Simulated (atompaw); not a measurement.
## Reading a pseudo-wave (beryllium (Be))

Columns: radius, all-electron u(r) and pseudo u(r) of the 2p shell (level -2.37 eV) of beryllium in the configuration [He] 2s1.5 2p0.5; LDA (PW92), scalar-relativistic, PAW (atompaw) scheme, atompaw 4.2.0.5.

| r (bohr) | all-electron | pseudo |
| --- | --- | --- |
| 0.115 | 0.0168 | 0.0013 |
| 0.231 | 0.0553 | 0.0053 |
| 0.346 | 0.1032 | 0.0120 |
| 0.462 | 0.1546 | 0.0215 |
| 0.577 | 0.2052 | 0.0337 |
| 0.692 | 0.2533 | 0.0489 |
| 0.808 | 0.2983 | 0.0672 |
| 0.923 | 0.3388 | 0.0885 |
| 1.038 | 0.3751 | 0.1128 |
| 1.154 | 0.4076 | 0.1404 |
| 1.269 | 0.4357 | 0.1707 |
| 1.385 | 0.4601 | 0.2039 |
| 1.500 | 0.4804 | 0.2392 |
| 1.615 | 0.4971 | 0.2762 |
| 1.731 | 0.5104 | 0.3146 |
| 1.846 | 0.5205 | 0.3527 |
| 1.962 | 0.5277 | 0.3899 |
| 2.077 | 0.5322 | 0.4244 |
| 2.192 | 0.5343 | 0.4551 |
| 2.308 | 0.5342 | 0.4807 |
| 2.423 | 0.5323 | 0.4997 |
| 2.538 | 0.5286 | 0.5117 |
| 2.654 | 0.5234 | 0.5166 |
| 2.769 | 0.5170 | 0.5152 |
| 2.885 | 0.5093 | 0.5092 |
| 3.000 | 0.5008 | 0.5008 |

Task: How many radial nodes do the two functions have?

Result: The all-electron 2p function has n − l − 1 = 0; the pseudo-wave has 0.

Task: Is the pseudo-wave norm-conserving?

Result: No, it belongs to a PAW set: the norm inside the radius is not constrained, and the difference is carried by the augmentation charge.
